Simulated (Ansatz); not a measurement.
Consider the ligand exchange at the Si–C bond: `C[SiH](F)Br` + CH₃NH₂ → `CN[SiH](F)Br` + CH₄.

Isolated molecules relaxed with PBE0-D4/def2-TZVP in Ansatz; ΔE leaves out vibrations. CBS: MP2 limit from def2 TZ/QZ plus the TZ coupled-cluster correction, frozen cores. This one scheme is used for every species. Functionals use def2-TZVPP. B3LYP here is the variant with VWN-RPA as its local correlation; programs differ in this. For Br outer-core shells are correlated without core-valence functions, which leaves a few kJ/mol of doubt a bond. Scalar relativity is left out up to krypton. Each species was taken in one conformer, which may not be the lowest.

(1) Is it downhill or uphill in electronic energy at CCSD(T)/CBS, and by how much? (An estimate is asked.)

(2) What do these levels give: PBE-D4, r2SCAN-D4, PBE0-D4, B2PLYP, PBE, r2SCAN, PBE0, B3LYP, SCS-MP2/def2-TZVPP, CCSD(T)/def2-TZVPP, MP2/def2-QZVPP, HF/CBS(def2)? (Estimate.)

Largest T1 diagnostic among the species: 0.009.

Answers

(1) The calculation gave: Downhill: ΔE = -70.4 kJ/mol.

(2) Ansatz gave: PBE-D4 -65.4, r2SCAN-D4 -69.7, PBE0-D4 -66.8, B2PLYP -70.7, PBE -61.9, r2SCAN -68.7, PBE0 -63.6, B3LYP -68.0, SCS-MP2/def2-TZVPP -72.4, CCSD(T)/def2-TZVPP -70.0, MP2/def2-QZVPP -73.5, HF/CBS(def2) -71.9 kJ/mol.

The D4 term adds −5.6 kJ/mol with B3LYP and −3.2 kJ/mol with PBE0; it sums over pairs of atoms, weighted by their polarisabilities, and B3LYP, whose exchange is more repulsive, gets the larger term.
